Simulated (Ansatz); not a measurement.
Name a neutral molecule of C, F, Te and H with HOMO energy (PBE/def2-TZVPP) between -5.00 and -4.70 eV and LUMO energy (PBE/def2-TZVPP) between -1.80 and -1.50 eV (Ansatz, PBE0-D4/def2-TZVP geometry).

`C[Te]/C=C/F` (-4.96 eV, -1.60 eV). Other molecules can fit too; these were computed, each in one conformer that needn't be the lowest.
